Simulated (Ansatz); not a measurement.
Compare A (`O[SiH](O)[O][GeH3]`) with its isomer B (`O[SiH2][O][GeH2][OH]`).

Gas-phase electronic energies from Ansatz, PBE0-D4/def2-TZVP geometries. CCSD(T)/CBS adds triple-zeta CCSD(T) − MP2 to the extrapolated MP2 energy (def2 sets, frozen cores). Functionals use def2-TZVPP. B3LYP here is the variant with VWN-RPA as its local correlation; programs differ in this. For Ge outer-core shells are correlated without core-valence functions, which leaves a few kJ/mol of doubt a bond. Scalar relativity is left out up to krypton. Each species was taken in one conformer, which may not be the lowest.

(1) Which is lower in electronic energy at CCSD(T)/CBS, and by how much? (An estimate is asked.)

(2) Give E(B) − E(A) in kJ/mol with PBE0-D4, B3LYP-D4, CCSD/def2-TZVPP, r2SCAN-D4, HF/def2-TZVPP, PBE-D4, B3LYP. (Best estimate.)

Largest T1 diagnostic: 0.012.

## Answers

(1) The calculation gave: A, by 79.7 kJ/mol.

(2) The calculation gave: PBE0-D4 80.0, B3LYP-D4 79.9, CCSD/def2-TZVPP 78.9, r2SCAN-D4 81.7, HF/def2-TZVPP 81.3, PBE-D4 75.6, B3LYP 78.4. None reverses the order clearly.

In def2-TZVPP, CCSD(T) changes the Hartree–Fock value by −3.9 kJ/mol (the triples alone add −1.4 kJ/mol) and MP2 by −4.8 kJ/mol. From PBE to PBE0 (25 % exact exchange), in def2-TZVPP and without D4, E(B) − E(A) moves by +4.6 kJ/mol.
